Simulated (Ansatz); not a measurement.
Reaction (cleavage of the Ga–Si bond): `[SiH3][GaH][Cl]` + `C[SeH]` → `C[Se][GaH][Cl]` + SiH₄

Program: Ansatz. Geometries: PBE0-D4/def2-TZVP. ΔE: electronic, gas phase. CBS: MP2 limit from def2 TZ/QZ plus the TZ coupled-cluster correction, frozen cores. This one scheme is used for every species. For Ga, Se outer-core shells are correlated without core-valence functions, which leaves a few kJ/mol of doubt a bond. Scalar relativity is left out up to krypton. One conformer a species, not always the lowest.

```csv
level,ΔE (kJ/mol)
HF/def2-SVP,-94.6
MP2/def2-QZVPP,-102.7
SCS-MP2/def2-QZVPP,-99.2
HF/CBS(def2),-95.1
```

(1) What does CCSD(T)/CBS give? (An estimate is asked.)

(2) What do rigid-rotor, harmonic-oscillator terms from PBE0-D4/def2-TZVP frequencies (298.15 K, 1 bar) make of the CCSD(T)/CBS value? (An estimate is asked.)

Largest T1 diagnostic among the species: 0.013.

Answers

(1) Ansatz gave: -93.9 kJ/mol. The listed levels differ from it by -0.7, -8.8, -5.3, -1.2 kJ/mol.

(2) The calculation gave: ΔZPE = +1.2 kJ/mol, ΔH = -92.1 kJ/mol, ΔS = -34 J/(mol·K), ΔG = -82.0 kJ/mol. Modes under 50 cm⁻¹ make the entropy rough.

From BLYP to BHLYP (50 % exact exchange), in def2-TZVPP and without D4, ΔE moves by −8.6 kJ/mol. Leaving LDA and LC-ωPBE aside and taking each functional with its dispersion term where it has one, the values, not all of them listed here, spread over 13.2 kJ/mol, from BHLYP-D4 to PBE-D4. LDA lies −3.8 kJ/mol from PBE without D4. The D4 term adds −5.8 kJ/mol with B3LYP and −3.1 kJ/mol with PBE0; it sums over pairs of atoms, weighted by their polarisabilities, and B3LYP, whose exchange is more repulsive, gets the larger term.

B3LYP here is the variant with VWN-RPA as its local correlation; programs differ in this.
